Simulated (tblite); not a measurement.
Parent: `[CH3:1][O:2][C@@H:3]1[CH2:4][C@:5]1([CH3:6])[C:7](=[O:8])[Cl:9]` with C1–O2–C3–C4 152°, C4–C5–C7–O8 -16°, C6H9ClO2.

The geometries are computed with GFN2-xTB (gas phase). One conformer each, not checked by frequencies here.

```tsv
coordinate of the parent	value
C1–O2	1.412 Å
O2–C3	1.372 Å
C3–C4	1.482 Å
C4–C5	1.520 Å
C5–C6	1.510 Å
C5–C7	1.464 Å
C7=O8	1.187 Å
C7–Cl9	1.787 Å
C3–C5	1.550 Å
C1–O2–C3	114.0°
O2–C3–C4	118.5°
O2–C3–C5	121.0°
C4–C3–C5	60.1°
C3–C4–C5	62.2°
C4–C5–C6	119.1°
C4–C5–C7	114.6°
C6–C5–C7	119.1°
C3–C5–C4	57.7°
C3–C5–C6	117.3°
C3–C5–C7	114.3°
C5–C7–O8	128.3°
C5–C7–Cl9	113.1°
O8–C7–Cl9	118.5°
```

**Question.** How does the shared frame change in `[CH3:1][CH2:2][C@@:3]1([C:4](=[O:5])[Cl:6])[CH2:7][C@@H:8]1[O:9][CH3:10]` with C1–C2–C3–C4 -70°, C2–C3–C4–O5 161°, C7–C8–O9–C10 -152°, C7H11ClO2? Atoms pair as C1 = C10, O2 = O9, C3 = C8, C4 = C7, C5 = C3, C6 = C2, C7 = C4, O8 = O5, Cl9 = Cl6 (parent first).

**Answer.** 
```csv
parent,relative,value in the relative,change
C1–O2,C10–O9,1.411 Å,-0.001
O2–C3,O9–C8,1.372 Å,0.000
C3–C4,C8–C7,1.482 Å,0.000
C4–C5,C7–C3,1.520 Å,0.000
C5–C6,C3–C2,1.515 Å,+0.005
C5–C7,C3–C4,1.465 Å,+0.001
C7=O8,C4=O5,1.187 Å,0.000
C7–Cl9,C4–Cl6,1.790 Å,+0.003
C3–C5,C8–C3,1.550 Å,0.000
C1–O2–C3,C10–O9–C8,114.2°,+0.2
O2–C3–C4,O9–C8–C7,118.3°,-0.2
O2–C3–C5,O9–C8–C3,121.2°,+0.2
C4–C3–C5,C7–C8–C3,60.1°,0.0
C3–C4–C5,C8–C7–C3,62.2°,0.0
C4–C5–C6,C7–C3–C2,118.2°,-0.9
C4–C5–C7,C7–C3–C4,114.5°,-0.1
C6–C5–C7,C2–C3–C4,119.7°,+0.6
C3–C5–C4,C8–C3–C7,57.7°,0.0
C3–C5–C6,C8–C3–C2,117.8°,+0.5
C3–C5–C7,C8–C3–C4,113.8°,-0.5
C5–C7–O8,C3–C4–O5,128.2°,-0.1
C5–C7–Cl9,C3–C4–Cl6,113.6°,+0.5
O8–C7–Cl9,O5–C4–Cl6,118.2°,-0.3
```

Of the parent's bonds, C5–C6 changes most (+0.005 Å). Bonds of the relative outside the shared frame: C1–C2 1.527 Å. Point group C1 → C1.
